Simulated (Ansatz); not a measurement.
The Zn atom from Hartree–Fock to CCSD(T)

Charge 0, multiplicity 1. Correlated methods include outer-core shells of Zn, which these sets cover unevenly. Scalar relativity is left out up to krypton. A free atom. Frozen core, restricted reference, Ansatz 0.2.0.

| basis | HF (Eh) | MP2 corr. |
| --- | --- | --- |
| def2-SVP | -1777.56148 | -0.35005 |
| def2-TZVPP | -1777.80707 | -0.81848 |
| def2-QZVPP | -1777.84717 | -0.85628 |

(1) Estimate the CCSD correlation energy and the (T) correction in each basis where they were run (hartree).

Results:

(1) 
| basis | CCSD corr. | (T) |
| --- | --- | --- |
| def2-SVP | -0.33436 | -0.01028 |
| def2-TZVPP | -0.74284 | -0.01690 |
| def2-QZVPP | -0.78175 | -0.02258 |
